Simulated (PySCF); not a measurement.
Al(Br)(OMe)(NH2) (CH₅AlBrNO), SMILES [NH2][Al]([Br])[O]C.

Geometry: PBE0-D3(BJ)/def2-SVP. The structure was generated by enumeration; whether it is a known compound was not checked. One conformer was computed; it need not be the lowest.

Method: TDDFT-PBE/def2-SVPD in PySCF.

Vertical excitations. Isolated molecule, no solvent. State labels are in the subgroup Cs.

**Question.** Estimate the UV-visible absorptions. (The exact figures need the calculation; the answer reports its results.)

**Answer.** 
```
state  symmetry  energy (eV)  λ (nm)      f          main pairs
-----  --------  -----------  ------  -----  ------------------
S1           A"         4.90     253  0.011      HOMO→LUMO 99 %
S2           A"         5.44     228  0.004    HOMO−1→LUMO 99 %
S3           A'         5.48     226  0.025    HOMO−2→LUMO 99 %
S4           A'         5.92     209  0.015    HOMO−3→LUMO 97 %
S5           A"         6.20     200  0.071    HOMO−4→LUMO 96 %
S6           A'         6.31     197  0.129    HOMO→LUMO+1 91 %
S7           A"         6.39     194  0.000  HOMO−2→LUMO+1 99 %
S8           A"         6.52     190  0.025    HOMO→LUMO+2 97 %
S9           A'         6.65     186  0.049  HOMO−1→LUMO+1 88 %
S10          A"         6.69     185  0.007   HOMO→LUMO+3 100 %
T1           A"         4.66     266      0      HOMO→LUMO 99 %
T2           A"         5.22     237      0    HOMO−1→LUMO 98 %
T3           A'         5.30     234      0    HOMO−2→LUMO 99 %
T4           A'         5.46     227      0    HOMO→LUMO+1 98 %
```
Triplets are in the Tamm–Dancoff approximation, which puts them higher than full response would, so one can lie above its singlet here.
